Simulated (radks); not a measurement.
Question: Ho15+, configuration [Kr] 4d10 5s2 5p4 (not the ground configuration). Calculated with a radial shooting solver on a logarithmic mesh with Libxc functionals: scalar-relativistic Kohn-Sham, PBEsol, spin-polarised, spherical densities, point nucleus; open shells are filled with parallel spins first (spin-orbit coupling, left out, can overturn this in heavy ions). Some entries of the table are withheld. Estimate them.

orbital  occ.  eigenvalue (eV)  <r^2> (bohr^2)
1s up       1        -55875.08       0.0005884
1s down     1        -55874.71       0.0005884
2s up       1        -9686.810        0.009182
2s down     1        -9686.607        0.009182
2p up       3        -8627.076        0.007454
2p down     3        -8626.764        0.007454
3s up       1        -2491.816         0.06033
3s down     1        -2491.523         0.06033
3p up       3        -2168.117         0.06063
3p down     3        -2167.787         0.06062
3d up       5        -1757.262         0.05065
3d down     5        -1756.949         0.05065
4s up       1        -797.6255          0.2823
4s down     1        -797.0633          0.2821
4p up       3        -686.2861          0.3105
4p down     3        -685.6906          0.3101
4d up       5        -536.7112          0.3415
4d down     5        -536.0217          0.3404
5s up       1        -340.4084           1.096
5s down     1        -337.2313           1.094
5p up       3        -300.6712             (1)
5p down     1        -297.4074             (2)

Answer: 
(1) 5p up <r^2> (bohr^2): 1.250
(2) 5p down <r^2> (bohr^2): 1.252
